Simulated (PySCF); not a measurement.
Two species compared at the same levels of theory.

First species: Phosphorus trifluoride, PF3.
InChI=1S/F3P/c1-4(2)3

Second species: C₄H₉GeN.
InChI=1S/C4H9GeN/c6-4-2-1-3-5-4/h1-2,4H,3,5-6H2/t4-/m0/s1

Levels: CAM-B3LYP/def2-SVPD for HOMO energy, LUMO energy, HOMO–LUMO gap and static isotropic polarisability; TDDFT CAM-B3LYP/def2-SVPD for lowest singlet excitation; TDA CAM-B3LYP/def2-SVPD for lowest triplet excitation (Tamm–Dancoff); ΔSCF CAM-B3LYP/def2-SVPD for vertical ionisation energy. Geometries: PBE0-D3(BJ)/def2-SVP. Each species is one conformer at its optimised geometry, gas phase, non-relativistic unless stated. Electronic properties by PySCF.

```json
{"property": "HOMO energy", "column X": "-11.04 eV", "column Y": "-8.06 eV"}
{"property": "LUMO energy", "column X": "0.50 eV", "column Y": "1.08 eV"}
{"property": "HOMO–LUMO gap", "column X": "11.54 eV", "column Y": "9.14 eV"}
{"property": "lowest singlet excitation", "column X": "8.09 eV", "column Y": "6.03 eV"}
{"property": "lowest triplet excitation (Tamm–Dancoff)", "column X": "5.92 eV", "column Y": "4.27 eV"}
{"property": "static isotropic polarisability", "column X": "25.9 au", "column Y": "84.4 au"}
{"property": "vertical ionisation energy", "column X": "12.53 eV", "column Y": "8.80 eV"}
```

Q: Which column belongs to which species?

A: Column X is the first species and column Y the second. The first has 4 atoms and 42 electrons, the second 15 and 72.

Q: How does each property change from the first species to the second?

A: HOMO energy +2.98 eV; LUMO energy +0.58 eV; HOMO–LUMO gap -2.40 eV; lowest singlet excitation -2.06 eV; lowest triplet excitation (Tamm–Dancoff) -1.65 eV; static isotropic polarisability +58.5 au; vertical ionisation energy -3.73 eV.

On the first: The ΔSCF ionisation energy exceeds −ε(HOMO) by 1.49 eV with CAM-B3LYP. The polarisability is 3.84 Å³ as a volume (1 au = 0.148185 Å³), or 0.62 au for each of the 42 electrons.

On the second: The ΔSCF ionisation energy exceeds −ε(HOMO) by 0.74 eV with CAM-B3LYP. The vertical singlet–triplet gap S1 − T1 is 1.76 eV (TDDFT singlet less Tamm–Dancoff triplet; S1: HOMO→LUMO, weight 0.49, beside HOMO→LUMO+1, weight 0.37; T1: HOMO−1→LUMO+1, weight 0.35, beside HOMO→LUMO+1, weight 0.27). The calculation is non-relativistic and has no spin–orbit coupling, an omission that weighs most on germanium.
